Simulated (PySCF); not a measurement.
C4H5, charge -1, singlet, at a GFN2-xTB geometry (in this run its highest filled SCF level lies above zero, so its values depend strongly on the basis, on diffuse functions most of all); PBE0/6-31G, TDA run with PySCF.

The PySCF input:
```python
from pyscf import gto, scf, dft, tdscf

mol = gto.Mole()
mol.atom = '''
    C    -0.013481    1.181559    0.448951
    C     0.006403   -1.090471    0.324604
    C     0.754004    0.062217   -0.265215
    C    -0.750498    0.049723   -0.277511
    H    -0.015207    2.095912   -0.269040
    H    -0.001452   -1.212555    1.409801
    H     0.018709   -2.053978   -0.202083
    H     1.391810   -0.012296   -1.150530
    H    -1.372425   -0.035252   -1.173121
'''
mol.basis = '6-31g'
mol.charge = -1
mol.spin = 0
mol.verbose = 4
mol.build()

mf = dft.RKS(mol)
mf.xc = 'pbe0'
mf.kernel()
td = mf.TDA()
td.nstates = 5
td.kernel()
td.analyze()
```

It wrote (shortened):

```
PySCF version 2.14.0

[INPUT] verbose = 4
[INPUT] num. atoms = 9
[INPUT] num. electrons = 30
[INPUT] charge = -1
[INPUT] spin (= nelec alpha-beta = 2S) = 0
[INPUT] symmetry False subgroup None
[INPUT] Mole.unit = angstrom
[INPUT] Symbol           X                Y                Z      unit          X                Y                Z       unit  Magmom
[INPUT]  1 C     -0.013481000000   1.181559000000   0.448951000000 AA   -0.025475397885   2.232822910015   0.848394433350 Bohr   0.0
[INPUT]  2 C      0.006403000000  -1.090471000000   0.324604000000 AA    0.012099916376  -2.060691536781   0.613412658938 Bohr   0.0
[INPUT]  3 C      0.754004000000   0.062217000000  -0.265215000000 AA    1.424861056827   0.117573090292  -0.501183714127 Bohr   0.0
[INPUT]  4 C     -0.750498000000   0.049723000000  -0.277511000000 AA   -1.418235677034   0.093962852092  -0.524419786554 Bohr   0.0
[INPUT]  5 H     -0.015207000000   2.095912000000  -0.269040000000 AA   -0.028737065176   3.960699661189  -0.508411916553 Bohr   0.0
[INPUT]  6 H     -0.001452000000  -1.212555000000   1.409801000000 AA   -0.002743882333  -2.291396860972   2.664137780138 Bohr   0.0
[INPUT]  7 H      0.018709000000  -2.053978000000  -0.202083000000 AA    0.035354886064  -3.881455885882  -0.381881524430 Bohr   0.0
[INPUT]  8 H      1.391810000000  -0.012296000000  -1.150530000000 AA    2.630139717431  -0.023236072428  -2.174186598096 Bohr   0.0
[INPUT]  9 H     -1.372425000000  -0.035252000000  -1.173121000000 AA   -2.593507376506  -0.066616625343  -2.216877400976 Bohr   0.0

nuclear repulsion = 107.460305143562
number of shells = 30
number of NR pGTOs = 108
number of NR cGTOs = 46
basis = 6-31g
ecp = {}

******** <class 'pyscf.dft.rks.RKS'> ********
method = RKS
initial guess = minao
damping factor = 0
level_shift factor = 0
DIIS = <class 'pyscf.scf.diis.CDIIS'>
diis_start_cycle = 1
diis_space = 8
diis_damp = 0
SCF conv_tol = 1e-09
SCF conv_tol_grad = None
SCF max_cycles = 50
direct_scf = True
direct_scf_tol = 1e-13
XC library pyscf.dft.libxc version 7.1.2
    S. Lehtola, C. Steigemann, M. J. T. Oliveira, and M. A. L. Marques,  SoftwareX 7, 1–5 (2018)
XC functionals = pbe0
    C. Adamo and V. Barone,  J. Chem. Phys. 110, 6158 (1999)
    M. Ernzerhof and G. E. Scuseria,  J. Chem. Phys. 110, 5029 (1999)
radial grids:
    Treutler-Ahlrichs [JCP 102, 346 (1995); DOI:10.1063/1.469408] (M4) radial grids

becke partition: Becke, JCP 88, 2547 (1988); DOI:10.1063/1.454033
pruning grids: <function nwchem_prune>
grids dens level: 3
symmetrized grids: False
atomic radii adjust function: <function treutler_atomic_radii_adjust>
small_rho_cutoff = 0
Set gradient conv threshold to 3.16228e-05
Initial guess from minao.
tot grids = 105512
init E= -155.630891096435
  HOMO = -0.194132542537466  LUMO = 0.0233540469347187  gap/eV = 5.91811
cycle= 1 E= -154.907357698278  delta_E= 0.724  |g|= 0.507  |ddm|= 3.01
  HOMO = 0.231562015836734  LUMO = 0.32306502162642  gap/eV = 2.48992
cycle= 2 E= -154.858387355887  delta_E= 0.049  |g|= 0.656  |ddm|= 3.67
  HOMO = 0.105530961426477  LUMO = 0.3000114114624  gap/eV = 5.29208
cycle= 3 E= -154.994278041628  delta_E= -0.136  |g|= 0.0479  |ddm|= 2.43
  HOMO = 0.107845469789604  LUMO = 0.296031590559003  gap/eV = 5.12081
cycle= 4 E= -154.994639015697  delta_E= -0.000361  |g|= 0.0332  |ddm|= 0.115
  HOMO = 0.105869629955615  LUMO = 0.297513732187952  gap/eV = 5.21490
cycle= 5 E= -154.994945377605  delta_E= -0.000306  |g|= 0.00133  |ddm|= 0.0579
  HOMO = 0.105900561014457  LUMO = 0.297493137104129  gap/eV = 5.21350
cycle= 6 E= -154.994946294894  delta_E= -9.17e-07  |g|= 0.000442  |ddm|= 0.00744
  HOMO = 0.105915974850985  LUMO = 0.297507544464594  gap/eV = 5.21347
cycle= 7 E= -154.994946354935  delta_E= -6e-08  |g|= 0.000226  |ddm|= 0.00158
  HOMO = 0.105921510901789  LUMO = 0.297508277367652  gap/eV = 5.21334
cycle= 8 E= -154.994946371458  delta_E= -1.65e-08  |g|= 2.89e-05  |ddm|= 0.000701
  HOMO = 0.105927332151492  LUMO = 0.297509507892723  gap/eV = 5.21322
cycle= 9 E= -154.994946371945  delta_E= -4.87e-10  |g|= 4.57e-06  |ddm|= 0.000182
  HOMO = 0.105927243862289  LUMO = 0.297509248420162  gap/eV = 5.21321
Extra cycle  E= -154.994946371953  delta_E= -8.19e-12  |g|= 3.44e-06  |ddm|= 3.22e-05
converged SCF energy = -154.994946371953

******** <class 'pyscf.tdscf.rks.TDA'> for <class 'pyscf.dft.rks.RKS'> ********
nstates = 5 singlet
deg_eia_thresh = 1.000e-03
wfnsym = None
conv_tol = 1e-05
eigh lindep = 1e-12
eigh level_shift = 0
eigh max_cycle = 100

Excitation energies (eV)
[4.06002555 4.95136259 5.29238855 5.50203231 6.0835196 ]

** Singlet excitation energies and oscillator strengths **
Excited State   1:      4.06003 eV    305.38 nm  f=0.0430
      15 -> 16        0.69861
Excited State   2:      4.95136 eV    250.40 nm  f=0.0310
      15 -> 17        0.68745
      15 -> 19       -0.11225
Excited State   3:      5.29239 eV    234.27 nm  f=0.0617
      15 -> 18       -0.69796
Excited State   4:      5.50203 eV    225.34 nm  f=0.0036
      15 -> 17       -0.11182
      15 -> 19       -0.69695
Excited State   5:      6.08352 eV    203.80 nm  f=0.0430
      15 -> 20        0.60756
      15 -> 21        0.33269

** Transition electric dipole moments (AU) **
state          X           Y           Z        Dip. S.      Osc.
  1        -0.0076      0.5326      0.3851      0.4321      0.0430
  2        -0.5057     -0.0042     -0.0041      0.2557      0.0310
  3        -0.0009      0.5384     -0.4312      0.4758      0.0617
  4         0.1636      0.0014      0.0013      0.0268      0.0036
  5        -0.0049      0.0709      0.5322      0.2883      0.0430

** Transition velocity dipole moments (imaginary part, AU) **
state          X           Y           Z        Dip. S.      Osc.
  1        -0.0004      0.0414      0.0052      0.0017      0.0078
  2        -0.0173     -0.0001     -0.0001      0.0003      0.0011
  3         0.0005     -0.0058     -0.0506      0.0026      0.0089
  4        -0.0200     -0.0002     -0.0002      0.0004      0.0013
  5        -0.0009     -0.0289      0.1432      0.0213      0.0637

** Transition magnetic dipole moments (imaginary part, AU) **
state          X           Y           Z
  1         0.3022      0.0025      0.0025
  2        -0.0038      0.3556      0.0998
  3        -0.0011     -0.0000     -0.0000
  4         0.0033     -0.5213      0.1246
  5        -0.8307     -0.0069     -0.0068
```
